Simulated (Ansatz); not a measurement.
C2H3F3GeO2, SMILES `CC(=O)[O][Ge]([F])([F])[F]` at its PBE0-D4/def2-TZVP geometry, where that method's forces vanish. The species carries charge 0 and has multiplicity 1.

| atom | x (Å) | y (Å) | z (Å) |
| --- | --- | --- | --- |
| C1 | -0.191 | 1.359 | 1.457 |
| C2 | 0.027 | 0.289 | 0.460 |
| O3 | 0.730 | -0.714 | 0.624 |
| O4 | -0.558 | 0.378 | -0.705 |
| Ge5 | 0.128 | -1.206 | -1.384 |
| F6 | 1.774 | -1.232 | -1.818 |
| F7 | -0.508 | -2.666 | -0.782 |
| F8 | -0.630 | -1.107 | -2.916 |
| H9 | 0.135 | 2.311 | 1.034 |
| H10 | 0.354 | 1.142 | 2.371 |
| H11 | -1.261 | 1.445 | 1.659 |

(1) For each bond, give half the difference of the two atoms' forces along it (eV/Å; positive pushes the atoms apart) under PBE-D4, r2SCAN-D4, B3LYP-D4, ωB97M-V in def2-TZVPP. (Estimate.)

Results:

(1) The calculation gave: 
```tsv
bond	length (Å)	PBE-D4	r2SCAN-D4	B3LYP-D4	ωB97M-V
C1–C2	1.479	-0.29	-0.11	-0.04	0.07
C1–H9	1.092	0.11	-0.02	-0.06	-0.09
C1–H10	1.086	0.10	-0.04	-0.06	-0.08
C1–H11	1.092	0.11	-0.02	-0.06	-0.09
C2–O3	1.235	0.89	0.39	0.20	0.07
C2–O4	1.307	0.46	0.27	0.21	0.17
O4–Ge5	1.854	0.31	0.11	0.10	-0.07
Ge5–F6	1.703	0.43	0.03	0.18	0.05
Ge5–F7	1.703	0.43	0.03	0.18	0.05
Ge5–F8	1.712	0.47	0.05	0.14	0.05
```

B3LYP here is the variant with VWN-RPA as its local correlation; programs differ in this.

Computed with Ansatz.
